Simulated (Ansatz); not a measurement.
Born–Oppenheimer molecular dynamics of FH$_{13}$Si$_{5}$ (19 atoms, charge 0, multiplicity 1). It starts at the highest image of a converged band. Of that band: Neighbouring images differ by up to 2.5 eV, so the band resolves the path poorly. A vibrational analysis at the climbing image gives one clearly imaginary mode, 1132i cm⁻¹, and a faint second one (32i cm⁻¹) that may be numerical noise or a soft torsion: probably a first-order saddle point.

Method: RKS B3LYP-D4/6-31G* (Ansatz).

```
ensemble                      : NVE (velocity Verlet)
time step                     : 0.5 fs
steps asked                   : 200
starting velocities drawn for : 300 K
seed                          : 3009
```

First frame:

```xyz
19
Properties=species:S:1:pos:R:3
Si 0.162 -0.462 -0.006
Si 0.038 0.229 2.621
H -1.389 0.631 2.710
H 0.406 -0.449 3.901
H 0.894 1.433 2.481
Si 2.321 0.036 -0.765
H 3.099 -1.195 -1.059
H 2.212 0.858 -2.002
H 3.040 0.831 0.268
Si -1.105 1.543 -0.249
H -2.525 1.330 0.145
H -0.576 2.722 0.488
H -1.067 1.842 -1.710
Si -1.136 -1.974 -1.255
H -2.191 -2.535 -0.367
H -1.805 -1.276 -2.389
H -0.312 -3.092 -1.785
F 0.736 -2.141 0.977
H 0.453 -1.253 1.712
```

(1) How far do the bonds stretch over the last three quarters of this one trajectory? (Pairs bonded in most of those frames.)

## Answers

(1) 
```json
{"bond": "Si1–Si6", "mean (Å)": "2.402", "spread (Å)": "0.118", "shortest": "2.27", "longest": "2.57"}
{"bond": "Si1–Si10", "mean (Å)": "2.422", "spread (Å)": "0.091", "shortest": "2.28", "longest": "2.56"}
{"bond": "Si1–Si14", "mean (Å)": "2.344", "spread (Å)": "0.070", "shortest": "2.21", "longest": "2.43"}
{"bond": "Si1–F18", "mean (Å)": "1.697", "spread (Å)": "0.120", "shortest": "1.53", "longest": "1.89"}
{"bond": "Si2–H3", "mean (Å)": "1.485", "spread (Å)": "0.014", "shortest": "1.46", "longest": "1.52"}
{"bond": "Si2–H4", "mean (Å)": "1.499", "spread (Å)": "0.060", "shortest": "1.40", "longest": "1.59"}
{"bond": "Si2–H5", "mean (Å)": "1.488", "spread (Å)": "0.006", "shortest": "1.48", "longest": "1.50"}
{"bond": "Si2–H19", "mean (Å)": "1.490", "spread (Å)": "0.041", "shortest": "1.42", "longest": "1.56"}
{"bond": "Si6–H7", "mean (Å)": "1.493", "spread (Å)": "0.031", "shortest": "1.44", "longest": "1.54"}
{"bond": "Si6–H8", "mean (Å)": "1.490", "spread (Å)": "0.014", "shortest": "1.47", "longest": "1.51"}
{"bond": "Si6–H9", "mean (Å)": "1.491", "spread (Å)": "0.010", "shortest": "1.47", "longest": "1.51"}
{"bond": "Si10–H11", "mean (Å)": "1.492", "spread (Å)": "0.029", "shortest": "1.45", "longest": "1.54"}
{"bond": "Si10–H12", "mean (Å)": "1.487", "spread (Å)": "0.027", "shortest": "1.44", "longest": "1.53"}
{"bond": "Si10–H13", "mean (Å)": "1.496", "spread (Å)": "0.011", "shortest": "1.48", "longest": "1.52"}
{"bond": "Si14–H15", "mean (Å)": "1.491", "spread (Å)": "0.023", "shortest": "1.45", "longest": "1.53"}
{"bond": "Si14–H16", "mean (Å)": "1.494", "spread (Å)": "0.026", "shortest": "1.46", "longest": "1.54"}
{"bond": "Si14–H17", "mean (Å)": "1.488", "spread (Å)": "0.005", "shortest": "1.48", "longest": "1.50"}
```

Mean temperature of the second half: 1103 K. The conserved energy stayed within 0.11 meV per atom of its start (net change 0.077 meV per atom), so the integration is sound. The kinetic energy rose, since the run started high on the potential surface and went downhill. It ends in pieces (FH9Si4 + H4Si), so much of that is their flight and rotation, not heat. A run of 0.1 ps of so small a system gives no equilibrium averages. The orbitals stay closed-shell, which can raise the energy where a bond breaks towards radicals; this wasn't checked here.

Time of the run: 8.9 min on 4 threads of Intel(R) Xeon(R) 6975P-C (Granite Rapids) (shared host), peak memory 0.44 GiB.
